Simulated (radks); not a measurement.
Ca, 20 electrons, occupied as [Ar] 4s2. Method: scalar-relativistic Kohn-Sham, PBEsol, spin-unpolarised, spherical densities, finite nucleus; Fermi nuclear charge, rms radius 3.4776 fm; computed with a radial shooting solver on a logarithmic mesh with Libxc functionals. Some entries of the table are withheld. Estimate them.

orbital,occ.,eigenvalue (eV),<r> (bohr)
1s,2,-3944.039,0.07691
2s,2,-413.7616,(1)
2p,6,-334.4708,(2)
3s,2,-46.9578,1.157
3p,6,-27.9495,(3)
4s,2,-3.7648,(4)
3d,0,-1.9564,2.365
4p,0,-1.3863,5.360

Answer. 
(1) 2s <r> (bohr): 0.3647
(2) 2p <r> (bohr): 0.3280
(3) 3p <r> (bohr): 1.272
(4) 4s <r> (bohr): 4.011
